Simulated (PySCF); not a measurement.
# Working with the constants of TlO⁺

UHF-CCSD(T) constants of TlO⁺, ³Σ⁻ (triplet), unpaired electrons π ↑↑ (Tl cc-pVDZ-PP with ECP60, O cc-pVDZ; scalar-relativistic core potentials (PySCF 2.14); masses 204.9744 and 15.9949 u):

- ωe: 115.3 cm⁻¹
- ωexe: 1.71 cm⁻¹
- Be: 0.11989 cm⁻¹
- αe: 0.00225 cm⁻¹
- D (centrifugal): 5.19e-07 cm⁻¹

(1) Give the vibrational terms G(v) and spacings up to v = 6.

Correlated steps freeze 5 core orbitals. These are scalar-relativistic numbers at best; spin–orbit coupling would shift them, the dissociation energy most. The state is the lowest determinant that a PBE0 search found; another state may lie lower at other levels.

## Answers

(1) G(v) = ωe(v+½) − ωexe(v+½)².

```
v  G(v) (cm⁻¹)  G(v) − G(v−1)  Bv (cm⁻¹)
0         57.2                    0.1188
1        169.1          111.9     0.1165
2        277.6          108.5     0.1143
3        382.6          105.0     0.1120
4        484.2          101.6     0.1098
5        582.4           98.2     0.1075
6        677.2           94.8     0.1053
```
